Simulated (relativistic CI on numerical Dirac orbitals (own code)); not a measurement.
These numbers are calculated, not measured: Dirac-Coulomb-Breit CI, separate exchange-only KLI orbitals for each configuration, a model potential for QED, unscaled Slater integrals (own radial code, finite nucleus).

The strongest absorption lines from the ground level of an ion, among the configurations computed and to levels below about 204 eV (vacuum wavelength in nm, gf): 6.5350 (0.058), 6.7002 (0.061), 6.8701 (0.067), 6.9975 (0.064), 7.3800 (0.46), 7.4199 (0.16), 7.5454 (0.27), 7.7552 (0.17).

Problem. Which ion is it?
A. Tb²³⁺
B. Lu²⁷⁺
C. Lu³¹⁺
D. Lu²⁹⁺

Solution. D. Lu²⁹⁺ has 42 electrons and the ground level 4s2 4p6 4d6 5D_4; the strongest line goes to 4s2 4p5 4d7 5P°_3. The pattern of lines fixes the number of electrons, and along that sequence the line energies rise steadily with the charge (about as its square where n changes within one kind of shell, about linearly where n is kept but much faster in heavy ions where fine structure, which grows about as Z⁴, sets the gap, and irregularly where shells cross), which fixes Z. Configurations outside the model, such as inner-shell arrays, can give stronger lines. At this charge energies of transitions that change n are usually good to better than 1 %, and those within a shell (Δn = 0) to a few per cent. Terms inside the open d or f shell come out 10 to 20 % too wide with unscaled integrals.

LS names give the leading component of a level, which can be under half, so a name can repeat, a term be missing and a line seem to break the LS rules.
